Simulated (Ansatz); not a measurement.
Born–Oppenheimer molecular dynamics of F₃GeH₃O₂ (9 atoms, charge 0, multiplicity 1). It starts at the highest image of a converged band. Of that band: The profile has 2 maxima (images 2, 4) with wells between them (image 3): this band takes more than one step, which may be the mechanism or a detour left from its start path. A vibrational analysis at the climbing image gives one clearly imaginary mode, 616i cm⁻¹: a first-order saddle point.

These are results of Ansatz 0.2.0, RKS PBE0-D4/def2-SVP, not measurements.

| Property | Result |
| --- | --- |
| ensemble | NVE (velocity Verlet) |
| time step | 0.5 fs |
| steps asked | 200 |
| starting velocities drawn for | 300 K |
| seed | 8832 |

First frame:

```xyz
9
Properties=species:S:1:pos:R:3
Ge 0.074 -0.372 -0.083
F -0.668 -0.690 1.787
F 1.124 -0.463 -1.450
F -0.016 1.315 0.183
O -1.283 -1.278 -0.683
H -1.927 -1.384 0.030
O 1.347 -1.138 1.085
H 1.819 -1.929 0.796
H 0.450 -1.151 1.804
```

(1) What does the run give?

(2) What happens to the structure?

(3) How do temperature and energy run in time?

Results:

(1) All steps were run.

```yaml
steps_done: 200
time_covered: 100 fs
mean_temperature_over_the_second_half: 448 K
spread_of_the_potential_energy_over_the_second_half: 6.5 meV per atom
mean_potential_energy_of_the_second_half_above_the_start: -14.9 meV per atom
```

The conserved energy stayed within 0.089 meV per atom of its start (net change 0.053 meV per atom), so the integration is sound. The kinetic energy rose, since the run started high on the potential surface and went downhill. It ends in pieces (F3GeHO + H2O), so much of that is their flight and rotation, not heat. A run of 0.1 ps of so small a system gives no equilibrium averages. The orbitals stay closed-shell, which can raise the energy where a bond breaks towards radicals; this wasn't checked here.

(2) Between its relaxed ends the band would form F2–H9 and break Ge1–F2, O7–H9. These pairs go: F2–H9 1.21 → 2.96 Å, Ge1–F2 2.04 → 1.74 Å, O7–H9 1.15 → 0.98 Å. In the last frame they stand as before the step (other bonds may differ from the relaxed reactants and products). Also parted: Ge1–O7 1.89 → 2.33 Å. It ends as F3GeHO + H2O. Pairs count as bonded within 1.25 times the sum of covalent radii (0.12 Å more for H–H). Another seed would give other details.

(3) 
```tsv
time (fs)	T (K)	potential energy less start (eV)	conserved less start (meV/atom)
0	300	0.000	0.00
8	168	0.120	0.03
16	113	0.170	0.06
24	185	0.105	0.07
32	132	0.153	0.08
40	294	0.006	0.05
48	478	-0.161	0.03
56	453	-0.139	0.01
64	450	-0.136	0.01
72	571	-0.245	0.02
80	474	-0.157	0.06
88	369	-0.062	0.08
96	362	-0.055	0.07
```

Time of the run: 6 min on 4 threads of Arm Neoverse V2 (shared host), peak memory 0.3 GiB.
